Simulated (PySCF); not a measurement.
Compound: C₅H₆ClP₃.
SMILES with atom numbers: `[CH3:1][CH2:2][c:3]1[p:4][cH:5][p:6][c:7]([Cl:8])[p:9]1` (hydrogens: H10, H11, H12 on C1; H13, H14 on C2; H15 on C5)

Computed, not measured: PySCF, TDDFT CAM-B3LYP/def2-SVPD, vertical, gas phase, core orbitals frozen in the response. One conformer (not necessarily the lowest) at the GFN2-xTB geometry, without solvent, vibrations or thermal averaging. Torsions of this conformer, `[CH3:1][CH2:2][c:3]1[p:4][cH:5][p:6][c:7]([Cl:8])[p:9]1`: C1–C2–C3–P4 90°.

Frontier orbitals with the atoms that hold most of them (Löwdin shares over 4%, at most four atoms; ? is withheld):

| orbital | ε (eV) | atoms |
| --- | --- | --- |
| HOMO-3 | -9.13 | P6 40%, P9 24%, C7 11%, C5 8% |
| HOMO-2 | -8.94 | P4 44%, P9 21%, C3 12%, C5 8% |
| HOMO-1 | -8.72 | ? |
| HOMO | -8.28 | C7 21%, Cl8 20%, P4 18%, P6 13% |
| LUMO | ? | ? |
| LUMO+1 | -1.59 | P6 26%, C3 20%, C7 14%, C5 13% |
| LUMO+2 | 1.15 | P4 20%, P6 18%, P9 17%, C3 9% |

Problem. Which atoms hold the HOMO-1, and with what shares?

Solution. P9 (bonded to 2 C) 24%; C5 (bonded to 2 P and H) 20%; C3 (bonded to C and 2 P) 18%; P6 (bonded to 2 C) 11%. By element: carbon 38% or more, phosphorus 34% or more.

Problem. Which atoms hold the LUMO, and with what shares?

Solution. P9 (bonded to 2 C) 23%; P4 (bonded to 2 C) 18%; C7 (bonded to Cl and 2 P) 18%; C5 (bonded to 2 P and H) 17%. By element: phosphorus 41% or more, carbon 35% or more.

Problem. What is the LUMO energy, and the HOMO–LUMO gap?

Solution. ε(LUMO) = -1.67 eV; the gap is 6.61 eV (0.2428 hartree).

Problem. How does S1 compare with the orbital gap of 6.61 eV?

Solution. S1 is at 3.56 eV (f = 0.0072), 3.05 eV below the gap, made of HOMO→LUMO (40%), HOMO→LUMO+1 (27%), HOMO-1→LUMO+1 (17%). 

Problem. Give energy, strength and leading configuration of S2 and S3, and follow the Löwdin shares of the leading atoms from the occupied to the empty orbital.

Solution. 
- S2 (3.95 eV, f 0.015), HOMO-2→LUMO (93%): P4 44% → 18%, P9 21% → 23%
- S3 (4.05 eV, f 0.0047), HOMO-2→LUMO+1 (88%): P4 44% → at most 13%, P9 21% → at most 13%, P6 at most 9% → 26%, C3 12% → 20%

Löwdin shares depend on the basis, the more so with diffuse functions.

The run took 1.8 min on one thread of an Arm Neoverse N1 (shared host).
